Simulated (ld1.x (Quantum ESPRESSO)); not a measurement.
# Before and after: RRKJ potential for C (Z = 6)

| Item | Value |
| --- | --- |
| Element | carbon |
| Generator | ld1.x (Quantum ESPRESSO) 7.5 |
| Type | norm-conserving RRKJ (Kleinman–Bylander form) |
| Functional | PBE |
| Relativity | scalar-relativistic |
| Frozen core | [He] |
| Valence charge | 4 |
| Reference configuration | 2s2 2p1 (charge +1) |
| Partial waves | 2s (bound): rc 1.15 bohr; 2p (bound): rc 2.25 bohr; 3d channel at 0.45 Ry: rc 2.15 bohr |
| Local potential | all-electron potential smoothed inside 0.85 bohr (lloc = -2) |
| Core correction | none |

Change: reference 2s2 2p0.

Cutoffs: the cutoffs (Ry, on a coarse ladder) from which the occupation-weighted sum of valence levels, in a spherical-Bessel basis at the reference potential, stays within 10 and 1 mRy of its value at 400 Ry; they do not see the model core or the augmentation charge, which bear on the density cutoff. Errors are all-electron minus pseudo energies relative to the spin-unpolarised reference configuration.

Question: What does the change do?

Answer: The potential gets harder (50 Ry and 70 Ry → 55 Ry and 80 Ry); the range in which the p phases agree narrows (upper end 0.6 → -0.5); neither file shows a bound ghost.

```csv
quantity,base,changed
"cutoff, loose",50 Ry,55 Ry
"cutoff, tight",70 Ry,80 Ry
bound ghosts,none,none
"largest error over its own tests, meV",+641,+1042
s: phases at 2.46 bohr within 0.05 rad from the reference energy up to (Ry; the scan ends near 5),to the end of the scan,to the end of the scan
p: phases at 2.46 bohr within 0.05 rad from the reference energy up to (Ry; the scan ends near 5),0.6,-0.5
d: phases at 2.46 bohr within 0.05 rad from the reference energy up to (Ry; the scan ends near 5),to the end of the scan,4.0
```
